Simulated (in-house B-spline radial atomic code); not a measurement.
**How G0W0 and RPA depend on the start: Fe IX (Fe8+)**

Configuration [Ne] 3s2 3p6. Computed with a B-spline radial code for spherical atoms: all electrons, scalar-relativistic (spin-free one-electron X2C), finite nucleus, each spin shell either full or empty, empty states to l = 9 with an (l + 1/2)⁻⁴ tail; G0W0 by contour deformation at full frequency.

| start | mean-field 3p (eV) | G0W0 (eV) | QP weight | RPA correlation (Eh) |
| --- | --- | --- | --- | --- |
| Hartree-Fock | -234.22 | -234.92 | 0.977 | -1.1539 |
| LDA VWN5 | -220.28 | ? | ? | ? |
| PBE | -220.38 | -234.39 | 0.960 | -1.2911 |
| PBE0 | -224.24 | -234.56 | 0.966 | -1.2506 |
| r2SCAN | -221.68 | -234.54 | 0.963 | -1.2696 |
| HSE06 | -223.78 | -234.55 | 0.966 | -1.2538 |
| B3LYP (VWN-RPA) | -223.48 | -234.53 | 0.965 | -1.259 |
| SCAN | -221.72 | -234.51 | 0.963 | -1.2688 |
| TPSS | -220.77 | -234.43 | 0.961 | -1.2834 |
| BHandHLYP | -227.87 | -234.70 | 0.970 | -1.2153 |
| CAM-B3LYP | -225.47 | -234.59 | 0.967 | -1.2431 |
| LC-wPBE | -226.21 | ? | ? | ? |
| wB97X | -226.43 | -234.48 | 0.969 | -1.2363 |
| PBEsol | -220.20 | -234.43 | 0.960 | -1.2917 |
| BLYP | -220.21 | -234.38 | 0.960 | -1.2918 |
| r2SCAN0 | -225.11 | -234.65 | 0.968 | -1.2368 |
| LDA exchange-only | -218.14 | -234.51 | 0.959 | -1.2927 |

(1) What G0W0 level, weight and RPA correlation energy follow from the LC-wPBE start?

(2) What G0W0 level, weight and RPA correlation energy follow from the LDA VWN5 start?

(3) How much of the dependence on the start does G0W0 remove?

Results:

(1) G0W0 level -234.60 eV, weight 0.968, RPA correlation -1.2437 hartree.

(2) G0W0 level -234.47 eV, weight 0.960, RPA correlation -1.2933 hartree.

(3) The mean-field levels span 16.1 eV and the G0W0 levels 0.541 eV. Against 233.6 ± 0.4 eV (NIST, semi-empirical) the G0W0 removal energies are off by +0.78 to +1.32 eV, with spin-orbit coupling, Breit and QED terms left out.
